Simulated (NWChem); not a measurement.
System: Si$_{2}$SbH$_{7}$; SMILES [SiH3][SbH][SiH3]

NWChem input:

```
start job
memory heap 200 mb stack 900 mb global 1100 mb
geometry units angstroms noautoz
  Sb    -0.831871    -0.043577     0.000000
  H     -0.777964    -1.778615     0.000000
  Si     1.016368     0.024628     1.830848
  H      2.144899    -0.930532     1.548981
  H      1.569298     1.423775     1.892119
  H      0.415044    -0.309335     3.169987
  Si     1.016368     0.024628    -1.830848
  H      2.144899    -0.930532    -1.548981
  H      0.415044    -0.309335    -3.169987
  H      1.569298     1.423775    -1.892119
end
basis spherical
  Sb library def2-svp
  H library def2-svp
  Si library def2-svp
end
ecp
  Sb library def2-ecp
end
dft
  xc xpbe96 cpbe96
  iterations 150
  mulliken
end
task dft energy
```

All runs use the structure optimised with PBE-D3(BJ)/def2-SVP. Not confirmed as a minimum by frequencies. def2 effective core potentials on Sb; no spin-orbit coupling.

Task: Give the results of this calculation. (PBE/def2-SVP with def2 effective core potentials on Sb.) Quantities: energy (Ha); highest occupied level (eV); orbital gap (eV); dipole (D).

Result: 
| Quantity | Value |
|---|---|
| energy (Ha) | -822.93 |
| highest occupied level (eV) | -6.25 |
| orbital gap (eV) | 5.06 |
| dipole (D) | 0.20 |
